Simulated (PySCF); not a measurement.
This PySCF input asks for the NMR shieldings of SMILES [SiH2](C[Si@](C)(Cl)C[SiH3])F, C3H12ClFSi3; the geometry comes from GFN2-xTB.

```python
import basis_set_exchange as bse
import numpy as np
from pyscf import gto, dft
from pyscf.prop import nmr

atoms = """
C     1.122935   -2.060336   -0.055449
Si   -0.030870   -0.595076    0.324428
Cl   -0.437757   -0.631561    2.327167
C     0.783532    1.068258   -0.100444
Si    2.486588    1.405342    0.679080
C    -1.701568   -0.827268   -0.577495
Si   -2.907435    0.627296   -0.459777
F    -2.246349    1.848575   -1.283666
H     2.013153   -2.021150    0.564696
H     0.633669   -3.011837    0.132659
H     1.443314   -2.055162   -1.092499
H     0.107440    1.869845    0.196851
H     0.874827    1.148407   -1.183248
H     2.928359    2.748570    0.291335
H     3.454841    0.422944    0.181172
H     2.404736    1.314853    2.136722
H    -2.188973   -1.718395   -0.183852
H    -1.505490   -1.029915   -1.630520
H    -4.159534    0.360197   -1.156524
H    -3.080567    1.147090    0.886329
"""
names = dict.fromkeys(["C", "Si", "Cl", "F", "H"], "pcSseg-1")
basis = {el: gto.basis.parse(bse.get_basis(n, elements=[el], fmt="nwchem")) for el, n in names.items()}
mol = gto.M(atom=atoms, basis=basis, charge=0, verbose=0)
mf = dft.RKS(mol, xc="PBE0")
mf.grids.level = 2
mf.grids.alignment = dft.numint.BLKSIZE   # the property module wants whole blocks of grid points
mf.conv_tol = 1e-9
mf.kernel()

calc = nmr.RKS(mf)   # GIAO
C = mf.mo_coeff
Co = C[:, mf.mo_occ > 0]
resp = mf.gen_response(singlet=True, hermi=2)
def vind(x):   # induced exchange potential for any number of trial vectors
    d = np.einsum("pi,xij,qj->xpq", C, 2 * x.reshape(-1, C.shape[1], Co.shape[1]), Co, optimize=True)
    return np.einsum("xpq,pi,qj->xij", resp(d - d.transpose(0, 2, 1)), C, Co, optimize=True).ravel()
mo1, _ = nmr.rhf.solve_mo1(calc, with_cphf=vind)
sigma = calc.kernel(mo1)
for i, s in enumerate(sigma):   # ppm
    print("%2d %-2s %9.2f" % (i, mol.atom_pure_symbol(i), np.trace(s) / 3))
```

Task: What are the results?

Result: 
```
 0 C     180.96
 1 Si    319.58
 2 Cl    937.23
 3 C     186.81
 4 Si    427.64
 5 C     176.23
 6 Si    342.19
 7 F     394.73
 8 H      31.10
 9 H      31.24
10 H      31.55
11 H      31.36
12 H      31.71
13 H      27.67
14 H      27.80
15 H      27.62
16 H      31.90
17 H      31.29
18 H      26.33
19 H      26.38
```

These numbers come from an equivalent density-fitted implementation of the same equations, which agrees with the script to about 0.01 ppm for H and up to a few tenths of a ppm for heavy atoms, so last digits may differ.

Size and cost of the density-fitted run: 224 basis functions, 110 s wall time on 1 thread of an Arm Neoverse N1, shared host; peak memory 1.1 GiB.
